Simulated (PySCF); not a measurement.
Species: H₁₀O₃Si₄.
InChI=1S/H10O3Si4/c4-1-7(2-5)3-6/h7H,4-6H3

Torsions of this conformer, `[SiH3:1][O:2][SiH:3]([O:4][SiH3:5])[O:6][SiH3:7]`: Si1–O2–Si3–O4 74°, O2–Si3–O4–Si5 -68°, O2–Si3–O6–Si7 66°.

The closed-shell ground state was solved at several levels (PySCF, density fitting, gas phase, non-relativistic). The structure is a single PBE0-D3(BJ)/def2-SVP conformer in the gas phase; no vibrational or solvent corrections.

| level | basis functions | HOMO (eV) | LUMO (eV) | gap (eV) | dipole (D) |
| --- | --- | --- | --- | --- | --- |
| B97-2/pcSseg-1 | 197 | -8.45 | -0.19 | 8.26 | 1.28 |
| PBE0/pcSseg-1 | 197 | -8.70 | -0.25 | 8.45 | 1.30 |

Estimate the row for B3LYP/def2-SVPD, a basis of 245 functions; the other rows only guide the guess.

HOMO -8.47 eV, LUMO -0.55 eV, gap 7.92 eV, dipole 0.96 D.

Over all these levels, which gives the widest orbital gap and which the narrowest?

PBE0/pcSseg-1 (global hybrid, 25 % exact exchange) has the widest, 8.45 eV, and B3LYP/def2-SVPD (global hybrid, 20 % exact exchange) the narrowest, 7.92 eV. Functional and basis both differ between the two, so the spread mixes both effects.

How far do the dipole and the HOMO energy spread over the levels?

The dipole runs from 0.96 to 1.30 D (mean 1.18 D) and the HOMO from -8.70 to -8.45 eV.
